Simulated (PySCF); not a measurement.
Electron correlation in Cl⁺ (chlorine, charge +1)

[Ne] 3s2 3p3 3d1, high-spin 5D determinant (an excited configuration). Computed with PySCF 2.14 in aug-cc-pwCVDZ (6s5p3d, 36 functions), with the non-relativistic Hamiltonian (point nucleus). Frozen: [Ne]; 6 electrons correlated.

MP2 pair energies summed by pair of shells (mhartree):

| pair | energy | share (%) |
| --- | --- | --- |
| 3s-3p | -43.58 | 61.7 |
| 3p-3p | -13.67 | 19.4 |
| 3s-3s | -7.53 | 10.7 |
| 3s-3d | -3.08 | 4.4 |
| 3p-3d | -2.79 | 4.0 |

Total MP2 correlation energy: -70.66 mhartree.

Same-spin part -19.26 and opposite-spin part -51.40 mhartree; SCS-MP2 scales them by 1/3 and 6/5 to -68.10 mhartree.
